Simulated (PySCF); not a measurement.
**A survey of ¹⁹F NMR shifts**

Theory: shielding tensors at PBE0/pcSseg-1 (GIAO), coordinates at the GFN2-xTB level, in PySCF 2.14 (no solvent model, non-relativistic, equivalent nuclei averaged, single conformer).

Shieldings were converted by a linear fit to measured shifts: ¹⁹F: δ = 146.13 − 0.903σ +14.6 on sp3 carbon (rms 6.0 ppm, 223 shifts, 7.0 ppm with the 5 outliers that the fit left out vs CFCl3, solution or neat liquid). Occasional misses reach two or three times the rms, and more in compound classes unlike the fitted ones.

(1) Give the ¹⁹F shifts of `FC(F)(F)C1=C[P@@H](=S)C=C1`, `C#CCCN[SiH2]C(F)(F)F`, `N[Si@H](C1=CCC1)C(F)(F)F`, `O=C(O)C#CC(F)=C(F)F`, `C=N[SiH2][C@@H]1C[C@@H]1C(F)(F)F`, `C[SiH2][C@H](C#N)CC(F)(F)F`.

(2) Match the shifts -56.3, -70.1, -172.0 ppm to `FC(F)(F)C[C@H]1C=NC[SiH2]1`, `Cc1occ(C(F)(F)F)p1`, `Fc1ccoc1`.

## Answers

(1) 
```json
{"compound": "FC(F)(F)C1=C[P@@H](=S)C=C1", "environment": "fluorine of a CF3 group (×3)", "δ (ppm)": "-67.9"}
{"compound": "C#CCCN[SiH2]C(F)(F)F", "environment": "fluorine of a CF3 group (×3)", "δ (ppm)": "-61.3"}
{"compound": "N[Si@H](C1=CCC1)C(F)(F)F", "environment": "fluorine of a CF3 group (×3)", "δ (ppm)": "-64.1"}
{"compound": "[O:1]=[C:2]([OH:3])[C:4]#[C:5][C:6]([F:7])=[C:8]([F:9])[F:10]", "environment": "F10: vinylic fluorine", "δ (ppm)": "-74.7"}
{"compound": "[O:1]=[C:2]([OH:3])[C:4]#[C:5][C:6]([F:7])=[C:8]([F:9])[F:10]", "environment": "F9: vinylic fluorine", "δ (ppm)": "-96.7"}
{"compound": "[O:1]=[C:2]([OH:3])[C:4]#[C:5][C:6]([F:7])=[C:8]([F:9])[F:10]", "environment": "F7: vinylic fluorine", "δ (ppm)": "-182.2"}
{"compound": "C=N[SiH2][C@@H]1C[C@@H]1C(F)(F)F", "environment": "fluorine of a CF3 group (×3)", "δ (ppm)": "-61.7"}
{"compound": "C[SiH2][C@H](C#N)CC(F)(F)F", "environment": "fluorine of a CF3 group (×3)", "δ (ppm)": "-65.3"}
```

(2) -56.3: Cc1occ(C(F)(F)F)p1 (fluorine of a CF3 group); -70.1: FC(F)(F)C[C@H]1C=NC[SiH2]1 (fluorine of a CF3 group); -172.0: Fc1ccoc1 (aryl fluorine).
